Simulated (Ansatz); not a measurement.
ClF3H2Si2, SMILES `F[Si](F)(F)[SiH2]Cl`, relaxed with RKS PBE0-D4/def2-TZVP in Ansatz 0.2.0 from a PBE-D4/def2-SVP geometry. The force threshold is 0.005 eV/Å; the program also tests the step.

Total charge 0; spin multiplicity 1.

Start:

```xyz
8

F    -0.928    1.520    1.440
Si   -1.042    0.257    0.429
F    -1.619   -0.998    1.277
F    -2.147    0.633   -0.700
Si    1.014   -0.240   -0.570
Cl    2.347   -0.717    0.954
H     0.862   -1.408   -1.499
H     1.513    0.952   -1.332
```

| step | energy (eV) | largest force (eV/Å) | largest move (Å) |
| --- | --- | --- | --- |
| 1 | -36454.2030 | 1.327 | 0.000 |
| 2 | -36454.2827 | 0.799 | 0.036 |
| 3 | -36454.3146 | 0.106 | 0.031 |
| 4 | -36454.3160 | 0.033 | 0.019 |
| 5 | -36454.3165 | 0.029 | 0.008 |
| 6 | -36454.3166 | 0.003 | 0.007 |

End:

```xyz
8

F    -0.933    1.485    1.415
Si   -1.045    0.259    0.427
F    -1.605   -0.965    1.252
F    -2.127    0.628   -0.665
Si    1.007   -0.239   -0.568
Cl    2.330   -0.708    0.929
H     0.864   -1.400   -1.476
H     1.510    0.939   -1.313
```

Run time 27 s (4 threads of a server CPU on a shared host); peak host memory 0.65 GiB.
